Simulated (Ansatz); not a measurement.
Spin states of H3O3W (SMILES [OH][W]([OH])[OH]), each relaxed at B3LYP-D3(BJ)/def2-TZVP; lowest solutions found, singlets restricted, no spin–orbit coupling, no relativity up to Kr.
Multiplicity 4 (charge 0, multiplicity 4):
| atom | x (Å) | y (Å) | z (Å) |
|---|---|---|---|
| W | 0.0311 | -0.0543 | -0.0853 |
| O | -1.2630 | -1.4451 | -0.3590 |
| H | -2.1111 | -1.4518 | 0.1021 |
| O | 0.1315 | 1.4245 | -1.3048 |
| H | -0.3023 | 2.2673 | -1.1222 |
| O | 1.2821 | -0.1836 | 1.3654 |
| H | 2.1299 | -0.6326 | 1.2546 |
Multiplicity 2 (charge 0, multiplicity 2):
```xyz
7

W     -0.031     0.070    -0.087
O     -1.150    -1.419    -0.322
H     -1.854    -1.599     0.317
O      0.107     1.698    -0.942
H     -0.249     2.294    -1.602
O      1.147    -0.290     1.343
H      1.927    -0.830     1.142
```

Codes used: Ansatz (Gaussian orbitals). Values without a source in brackets are computed. In def2 rows elements past Kr take small-core potentials, without spin–orbit coupling.

The energy of multiplicity 2 less that of multiplicity 4 (kcal/mol) and the share of exact exchange:

| functional | exact exchange (%) | value |
|---|---|---|
| PBE/def2-TZVPP | 0 | 1.11 |
| PBE0/def2-TZVPP | 25 | 5.74 |
| BLYP/def2-TZVPP | 0 | -3.15 |
| B3LYP/def2-TZVPP | 20 | 0.14 |
| BHLYP/def2-TZVPP | 50 | 4.53 |
| r2SCAN/def2-TZVPP | 0 | 5.71 |
| r2SCANh/def2-TZVPP | 10 | 6.88 |

**Question.** Take the value as linear in the share of exact exchange along PBE and PBE0. Give the slope, say whether the sign turns, and set the other functionals against that line.

**Answer.** 
Slope: (5.74 − (1.11))/2.5 = 1.85 kcal/mol for each 10 %. The line keeps its sign from 0 to 100 %. At 50 % it gives 10.4 kcal/mol. The LYP pair gives (4.53 − (-3.15))/5 = 1.54 for each 10 %. BHLYP, at 50 %, lies -5.8 from the PBE line. B3LYP, at 20 %, lies -4.7 from the PBE line. r2SCAN, with none, stands 4.6 from PBE. The r2SCAN pair gives 1.16 for 10 %.

Doubts at one or more of the structures used: a spin-contaminated determinant (r2SCAN/def2-TZVPP, r2SCANh/def2-TZVPP).

Ansatz is a quantum-chemistry and plane-wave program.
